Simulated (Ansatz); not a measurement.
The cluster Ge4Te3, relaxed as a singlet with RKS PBE0-D4/def2-SVP in Ansatz, starting from the GFN1-xTB geometry. Force threshold 0.02 eV/Å.

In the def2 sets Te takes a core potential; there is no spin–orbit coupling. The structure comes from a short search, and lower isomers may exist.

Start:

```xyz
7

Ge    0.288    0.645    2.099
Ge    1.733   -1.365   -1.358
Ge    1.613    0.462    0.097
Ge   -1.872   -0.264   -0.602
Te    0.126    0.627   -2.108
Te   -0.001   -1.690    0.665
Te   -1.887    1.584    1.208
```

(1) Estimate the energy that the relaxation releases and the steps that it takes.

(2) Does the start keep its bonding?

(3) Predict the relaxed structure.

## Answers

(1) 61.9 kJ/mol, in 7 steps; 2.6 min on 4 threads of Intel Xeon on a shared host. No frequencies were taken in this run, so the end may be a saddle point.

(2) By distances, no bond broke or formed. The bond that changes most is Ge1–Ge3, from 2.41 to 2.67 Å (atoms count from 1).

(3) 
Cartesian coordinates in Å:
```
Ge 0.205 0.757 2.255
Ge 1.701 -1.493 -1.538
Ge 1.718 0.442 0.080
Ge -1.927 -0.305 -0.624
Te 0.181 0.732 -2.122
Te 0.103 -1.773 0.738
Te -1.981 1.641 1.211
```
Bond lengths: 9 × Ge–Te 2.58 to 2.95 Å; 2 × Ge–Ge 2.52 to 2.67 Å.
